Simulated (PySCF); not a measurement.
System: tribromo(ethyl)germane, C$_{2}$H$_{5}$Br$_{3}$Ge, charge 0, multiplicity 1. 
Structure (B3LYP-D3(BJ)/def2-TZVP (Ansatz) minimum search):
SMILES: C[CH2][Ge]([Br])([Br])[Br]
```xyz
11

C     -3.1297     0.0893     0.2709
C     -2.0416    -0.9679     0.1210
Ge    -0.2431    -0.1984     0.0099
Br    -0.0764     1.2283    -1.8126
Br     0.2410     1.0256     1.9210
Br     1.3561    -1.8604    -0.2163
H     -3.1401     0.7736    -0.5780
H     -2.9908     0.6783     1.1780
H     -4.1102    -0.3875     0.3284
H     -2.0126    -1.6545     0.9685
H     -2.1619    -1.5591    -0.7881
```

Dispersion corrections to the total energy (kcal/mol) from the dftd3 and dftd4 libraries through PySCF: D3(BJ) without and D4 with the three-body term, each with the damping fitted for the functional named.

```json
[
 {"functional": "PW6B95", "D3(BJ)": "-6.53", "D4": "-6.54"},
 {"functional": "revPBE", "D3(BJ)": "-20.36", "D4": "(withheld)"},
 {"functional": "TPSSh", "D3(BJ)": "-11.48", "D4": "(withheld)"},
 {"functional": "TPSS", "D3(BJ)": "-12.05", "D4": "-12.53"},
 {"functional": "HSE06", "D3(BJ)": "-7.73", "D4": "(withheld)"},
 {"functional": "BLYP", "D3(BJ)": "-20.43", "D4": "-19.44"},
 {"functional": "BP86", "D3(BJ)": "-17.43", "D4": "-13.65"}
]
```

**Question.** Fill in the missing entries.

**Answer.** 
- revPBE, D4: -22.20
- TPSSh, D4: -11.43
- HSE06, D4: -7.78
